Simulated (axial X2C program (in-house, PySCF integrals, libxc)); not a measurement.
GaS⁺: properties at the nuclei

Calculated with an axial X2C code built on PySCF integrals: two-component X2C with atomic mean-field Coulomb and Gaunt terms, Gaussian nuclei, basis Ga dyall-cv3z, S dyall-av3z with contracted cores.

R = 2.301 Å (near the PBE0 minimum at charge 1 of the determinant lowest at the starting distance; the state shown can have its own minimum elsewhere).

Input and command:
```json
{"zs": [31, 16], "q": 1, "bas": ["dyall-cv3z", "dyall-av3z"], "r0": 2.11, "levels": ["PBE0", "HF", "BP86", "r2SCAN", "PBE50"], "nst": 3}
```
```bash
python soeom.py task.json out
```

Keys: zs atomic numbers; q charge; bas basis sets; r0 starting distance in Å; levels methods; nst determinants followed.

Determinant lowest in the PBE0 search, Ω = 2 (⟨Sz⟩ = 1.00, ⟨Lz⟩ = 1.00 at PBE0), spin on the atoms Ga 0.22, S 0.78:

| level | Eeff magnitude (GV/cm) | Ws magnitude Ga (kHz) | A∥/gI Ga (MHz) | qzz Ga (a.u.) | A∥/gI S (MHz) | qzz S (a.u.) |
| --- | --- | --- | --- | --- | --- | --- |
| PBE0 | 3.05 | 0.656 | 520 | -1.49 | 219 | 1.44 |
| HF | 4.07 | 0.871 | 386 | -1.87 | 208 | 1.56 |
| BP86 | 2.69 | 0.58 | 542 | -1.33 | 229 | 1.38 |
| r2SCAN | 3.23 | 0.693 | 567 | -1.51 | 237 | 1.31 |
| PBE50 | 3.42 | 0.733 | 503 | -1.65 | 214 | 1.50 |

Eeff is the effective electric field on the electron electric dipole moment in this Ω state and Ws the scalar–pseudoscalar constant of the nucleus named (defined with the proton number Z and per Ω); A∥ (defined per Ω) follows by multiplying with gI = μI/(I μN); qzz is the electric field gradient, eQq0 = 234.96 MHz × Q/barn × qzz. The operators were transformed with the bare-nucleus X2C matrices; with these basis sets, hyperfine constants and field gradients can be off by tens of per cent, and where levels differ in sign neither size nor sign is settled.

Q: With gI(69Ga) = 1.3444, Q(69Ga) = 0.171 barn, gI(33S) = 0.4292, Q(33S) = -0.0694 barn (g factors from the IAEA table of nuclear moments by Stone; Q from Pyykkö, Mol. Phys. 2018), turn the PBE0 values of the first state into constants in MHz.

A: A∥(69Ga) = 520 × 1.3444 = 699 MHz; eQq0(69Ga) = 234.96 × (0.171) × (-1.49) = -59.9 MHz; A∥(33S) = 219 × 0.4292 = 94 MHz; eQq0(33S) = 234.96 × (-0.0694) × (1.44) = -23.5 MHz.

Each state is one determinant with collinear spin, which with several unpaired electrons need not be a pure state. Unrestricted Hartree–Fock can overshoot spin polarisation at the nuclei. With several open shells hyperfine constants can be off by a factor of several. Open-shell Ω = 0 determinants with evenly filled partner blocks cannot be reached by this program, so the Ω shown need not be the lowest component. States lie within half an eV, so the first need not be the ground state. Further determinants of the search, some of them spin-mixed, are not shown.
